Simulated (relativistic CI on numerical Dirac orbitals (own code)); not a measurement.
Forbidden transitions in W24+

Method of calculation: Dirac-Coulomb-Breit CI, orbitals from a KLI potential per configuration, a model potential for QED, unscaled Slater integrals (own radial code, finite nucleus).

Configuration list (outside the closed core [Ar] 3d10): 4s²4p⁶4d¹⁰4f⁴, 4s²4p⁶4d¹⁰4f³5s, 4s²4p⁶4d⁹4f⁵, 4s²4p⁶4d¹⁰4f²5s², 4s²4p⁶4d¹⁰4f³5p, 4s²4p⁶4d¹⁰4f²5s5p, 4s²4p⁶4d¹⁰4f²5p², 4s²4p⁶4d¹⁰4f³5d, 4s²4p⁶4d¹⁰4f²5s5d, 4s²4p⁵4d¹⁰4f⁵, 4s²4p⁶4d¹⁰4f²5p5d, 4s²4p⁶4d⁹4f³5s², 4s²4p⁶4d⁹4f⁴5s, 4s²4p⁶4d¹⁰4f³5f, 4s4p⁶4d¹⁰4f⁵, 4s²4p⁶4d¹⁰4f²5d², 4s²4p⁶4d¹⁰4f³6s, 4s²4p⁶4d¹⁰4f³5g, 4s²4p⁶4d¹⁰4f³6d. Levels of other configurations are missing.

```csv
λ vac (Å),Lower,Upper,Type,A (s⁻¹),E lower (eV),E upper (eV)
1124.2,4s²4p⁶4d¹⁰4f⁴ ⁵I4 [1],4s²4p⁶4d¹⁰4f⁴ ³I5 [30],M1,1.32e+02,0.0000,11.0287
1338.5,4s²4p⁶4d¹⁰4f⁴ ⁵I4 [1],4s²4p⁶4d¹⁰4f⁴ ⁵G4 [18],M1,1.04e+02,0.0000,9.2627
1570.7,4s²4p⁶4d¹⁰4f⁴ ⁵I4 [1],4s²4p⁶4d¹⁰4f⁴ ⁵F4 [16],M1,1.18e+02,0.0000,7.8937
1602.8,4s²4p⁶4d¹⁰4f⁴ ⁵I6 [3],4s²4p⁶4d¹⁰4f⁴ ³K7 [28],M1,1.51e+02,3.1603,10.8960
1632.4,4s²4p⁶4d¹⁰4f⁴ ⁵I6 [3],4s²4p⁶4d¹⁰4f⁴ ⁵G5 [25],M1,1.60e+02,3.1603,10.7556
1636.4,4s²4p⁶4d¹⁰4f⁴ ⁵I5 [2],4s²4p⁶4d¹⁰4f⁴ ⁵G4 [18],M1,1.91e+02,1.6859,9.2627
1963.1,4s²4p⁶4d¹⁰4f⁴ ⁵I6 [3],4s²4p⁶4d¹⁰4f⁴ ⁵F5 [19],M1,1.24e+02,3.1603,9.4760
2198.5,4s²4p⁶4d¹⁰4f⁴ ⁵I4 [1],4s²4p⁶4d¹⁰4f⁴ ³G4 [8],M1,3.36e+02,0.0000,5.6395
2270.6,4s²4p⁶4d¹⁰4f⁴ ⁵I8 [7],4s²4p⁶4d¹⁰4f⁴ ³M9 [27],M1,1.15e+02,5.4315,10.8920
2303.1,4s²4p⁶4d¹⁰4f⁴ ⁵I5 [2],4s²4p⁶4d¹⁰4f⁴ ³K6 [13],M1,4.19e+02,1.6859,7.0694
2792.7,4s²4p⁶4d¹⁰4f⁴ ⁵I6 [3],4s²4p⁶4d¹⁰4f⁴ ³L7 [14],M1,2.79e+02,3.1603,7.5999
3171.7,4s²4p⁶4d¹⁰4f⁴ ⁵I6 [3],4s²4p⁶4d¹⁰4f⁴ ³K6 [13],M1,9.41e+01,3.1603,7.0694
3201.5,4s²4p⁶4d¹⁰4f⁴ ⁵I7 [4],4s²4p⁶4d¹⁰4f⁴ ³M8 [17],M1,1.06e+02,4.3872,8.2599
3240.0,4s²4p⁶4d¹⁰4f⁴ ³K6 [13],4s²4p⁶4d¹⁰4f⁴ ³K7 [28],M1,4.57e+02,7.0694,10.8960
3761.6,4s²4p⁶4d¹⁰4f⁴ ³L7 [14],4s²4p⁶4d¹⁰4f⁴ ³K7 [28],M1,1.93e+02,7.5999,10.8960
3859.1,4s²4p⁶4d¹⁰4f⁴ ⁵I7 [4],4s²4p⁶4d¹⁰4f⁴ ³L7 [14],M1,1.40e+02,4.3872,7.5999
3991.6,4s²4p⁶4d¹⁰4f⁴ ³L7 [14],4s²4p⁶4d¹⁰4f⁴ ³L8 [24],M1,1.74e+02,7.5999,10.7061
4383.6,4s²4p⁶4d¹⁰4f⁴ ⁵I8 [7],4s²4p⁶4d¹⁰4f⁴ ³M8 [17],M1,1.73e+02,5.4315,8.2599
7354.1,4s²4p⁶4d¹⁰4f⁴ ⁵I4 [1],4s²4p⁶4d¹⁰4f⁴ ⁵I5 [2],M1,1.39e+02,0.0000,1.6859
8409.1,4s²4p⁶4d¹⁰4f⁴ ⁵I5 [2],4s²4p⁶4d¹⁰4f⁴ ⁵I6 [3],M1,1.14e+02,1.6859,3.1603
```

Terms are leading LS components. Brackets give the number of a level in order of energy, since labels repeat. The list gives strong lines, with weight on those to low levels, among the lowest 400 of 9784 levels, so that lines to higher ones, which can be the strongest, are missing. Levels whose partners in the same complex of configurations lie outside the list can be far off, and so can their lines. Rates are taken at the computed energies, electric ones in the length gauge.

At this charge energies of transitions that change n are usually good to better than 1 %, and those within a shell (Δn = 0) to a few per cent. Terms inside the open d or f shell come out 10 to 20 % too wide with unscaled integrals.

LS names give the leading component of a level, which can be under half, so a name can repeat, a term be missing and a line seem to break the LS rules.
